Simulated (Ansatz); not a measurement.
A run for Ansatz (a program for electronic structure): SC-NEVPT2 on SA-CASSCF(10,8)/cc-pV(D+d)Z on P2 (SMILES P#P), 2S+1 = 3, a spin state set in the input, which need not be the lowest. Files ending in .json are basis or fitting sets from the Basis Set Exchange.

Ansatz 0.2 input:
```yaml
crystal:
  periodic: [false, false, false]
  atoms:
    - {symbol: P, position_ang: [-0.00000000, -0.00000000, -1.03508914]}
    - {symbol: P, position_ang: [0.00000000, 0.00000000, 1.03508914]}
basis:
  gaussian:
    orbitals: cc-pV_D+d_Z.json
magnetization: {spin_polarized: false, initial_magnetization: 2}
correlation: {method: sc_nevpt2, electrons: outside_noble_gas, active_space: {window: {electrons: 10, orbitals: 8}, states: [{multiplicity: 1, weights: [1]}, {multiplicity: 3, weights: [1]}]}}
output: {orbitals: {seedname: ./end}}
```

Program output:

```
WARN ansatz: RAYON_NUM_THREADS=2 ignored (pool sized by the plan → 2); use --threads N
Functional definition: HF
integrals: 0.01 GiB planned
793 factors; integrals over basis functions are off by at most 1.1e-7 eV
mean field: 0.14 GiB planned
mean field evaluation 1: about -18540.7873 eV, gradient 6.3e0 eV
mean field evaluation 2: about -18540.9898 eV, gradient 7.3e0 eV
mean field evaluation 4: about -18541.2792 eV, gradient 8.1e-1 eV
mean field evaluation 8: about -18541.2891 eV, gradient 5.1e-6 eV
mean field evaluation 16: about -18541.4091 eV, gradient 8.1e-1 eV
mean field evaluation 32: about -18542.0121 eV, gradient 3.8e-5 eV
mean field evaluation 64: about -18541.6458 eV, gradient 5.6e0 eV
mean field evaluation 96: about -18540.2365 eV, gradient 2.1e-1 eV
mean field evaluation 128: about -18541.2892 eV, gradient 2.6e-3 eV
mean field evaluation 160: about -18541.8913 eV, gradient 1.5e0 eV
mean field evaluation 192: about -18541.2883 eV, gradient 3.6e-1 eV
mean field -18542.01209798 eV, -681.4063763735 hartree, gradient 2.6e-6 eV, S^2 2.000000; 14 other end points of the search recorded, 0 dependent functions left out
reference -18542.01209798 eV, -681.4063763735 hartree; 16, 14 occupied and 30, 32 virtual orbitals, 793 factors
configuration interaction: 0.29 GiB planned
configuration interaction: 0.01 GiB planned
state -18546.02976328 eV, -681.5540228502 hartree
state -18546.02976328 eV, -681.5540228502 hartree; corrected -18549.69918791 eV, -681.6888717179 hartree
configuration interaction: 0.01 GiB planned
state -18543.99288081 eV, -681.4791688001 hartree
state -18543.99288081 eV, -681.4791688001 hartree; corrected -18547.77304949 eV, -681.6180874365 hartree
Total energy: -18548.73611870 eV, -681.6534795772 hartree
```

Self-consistency was reached. The last total energy is the mean of the averaged states.

Cost: about 6 core-seconds (a rough figure).
